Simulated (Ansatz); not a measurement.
`CSc1ccccc1` from Hartree–Fock to CCSD(T)

Cartesian coordinates in Å:
```
C -1.8575 -1.6688 -1.5197
S -1.8923 -1.1705 0.1994
C -0.4526 -0.1837 0.3644
C -0.2104 0.3569 1.6290
C 0.9015 1.1470 1.8502
C 1.7932 1.4144 0.8189
C 1.5546 0.8791 -0.4353
C 0.4408 0.0843 -0.6683
H -2.7429 -2.2886 -1.6638
H -0.9719 -2.2635 -1.7486
H -1.9181 -0.8096 -2.1892
H -0.9020 0.1529 2.4394
H 1.0732 1.5586 2.8384
H 2.6644 2.0339 0.9945
H 2.2408 1.0786 -1.2509
H 0.2791 -0.3211 -1.6584
```

Charge 0, multiplicity 1. The structure was optimised at the PBE0-D4/def2-TZVP level. It is one conformer, not always the lowest. Frozen core, restricted reference, the Gaussian-basis code of Ansatz. CBS rows extrapolate triple and quadruple zeta; past MP2 they add the triple-zeta difference.

```json
{"basis": "def2-TZVPP", "HF (Eh)": "-667.37117", "MP2 corr.": "-1.29865"}
{"basis": "def2-QZVPP", "HF (Eh)": "-667.39384", "MP2 corr.": "-1.38514"}
```

Task: Estimate the CCSD correlation energy and the (T) correction in each basis where they were run (hartree).

Result: 
```csv
basis,CCSD corr.,(T)
def2-TZVPP,-1.34086,-0.07072
CBS(def2),-1.49142,as TZ
```
